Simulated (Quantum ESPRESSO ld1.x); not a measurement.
The numbers below are computed, except where a source is named.
Q: The mean radii <r> (bohr) of the occupied orbitals of an atom or ion are listed with their occupations. Code: ld1.x of Quantum ESPRESSO 7.5. Model: scalar-relativistic Kohn-Sham, relativistic LDA (MacDonald-Vosko exchange, VWN5 correlation), spin-unpolarised, spherical densities, point nucleus.

orbital  occ.      <r>
1s          2  0.02982
2s          2   0.1289
2p          6   0.1124
3s          2   0.3498
3p          6   0.3480
3d         10   0.3248
4s          2   0.8489
4p          6   0.9224
4d         10    1.180
5s          2    2.468

Name the element and its charge.

A: Z = 49, indium, charge +1: In+ in [Kr] 4d10 5s2. The 1s radius gives Z: for a bare nucleus <r> = (2 gamma + 1)/(2Z) with gamma = sqrt(1 - (Z/c)^2), 0.02926 bohr for Z = 49, and screening makes it slightly larger (0.02982 here). The occupations add up to 48, and the charge is Z minus that.
